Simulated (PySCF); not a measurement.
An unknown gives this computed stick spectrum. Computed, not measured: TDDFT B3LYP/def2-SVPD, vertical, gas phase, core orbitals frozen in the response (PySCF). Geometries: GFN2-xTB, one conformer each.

```
state  E (eV)       f  main configurations (H = HOMO, L = LUMO)
   S1    5.93   0.092                    H→L (68%), H-1→L (27%)
   S2    6.43   0.076       H-1→L (56%), H-3→L (12%), H→L (12%)
   S3    6.59   0.016                  H-2→L (78%), H→L+1 (10%)
   S4    6.67   0.016                   H→L+1 (78%), H→L+2 (8%)
   S5    6.81  0.0084                  H-3→L (63%), H→L+2 (29%)
   S6    7.01   0.051                  H→L+3 (53%), H→L+2 (28%)
   S7    7.10   0.237       H→L+3 (31%), H→L+2 (21%), H→L (10%)
   S8    7.22   0.012                             H-2→L+1 (86%)
```

Problem. Which candidate is it?
A. `O=C(Cl)CC(=O)Cl`
B. `[SiH3]C[SiH]1CC=CC1`
C. `O([SiH2][C@@H](C=C)Cl)C`

Solution. C. Its S1 lies at 5.93 eV; the nearest of the others has S1 at 6.27 eV. S1 is HOMO→LUMO (68%), HOMO-1→LUMO (27%). Löwdin shares by element: HOMO carbon 65% or more, chlorine 15% (atoms not listed hold the other 20%); LUMO carbon 56% or more, chlorine 18% (atoms not listed hold the other 26%). At the same level the other candidates give, for their lowest levels:
- `[SiH3]C[SiH]1CC=CC1`: 6.27 eV (f 0.002); 6.47 eV (f 0.004); 6.56 eV (f 0.010); 6.94 eV (f 0.051); 7.06 eV (f 0.002); T1 4.52 eV; HOMO -6.80, LUMO 0.20 eV
- `O=C(Cl)CC(=O)Cl`: 4.74 eV (f 0.007); 5.00 eV (f 0.000); 5.84 eV (f 0.004 summed over 2 states); 6.06 eV (f 0.000); 6.32 eV (f 0.024); T1 4.25 eV; HOMO -8.79, LUMO -2.58 eV

Conformer computed: `[CH2:1]=[CH:2][C@@H:3]([Cl:4])[SiH2:5][O:6][CH3:7]`: C1–C2–C3–Cl4 130°, C2–C3–Si5–O6 63°, C3–Si5–O6–C7 -179°.
Triplets come from the Tamm–Dancoff approximation.
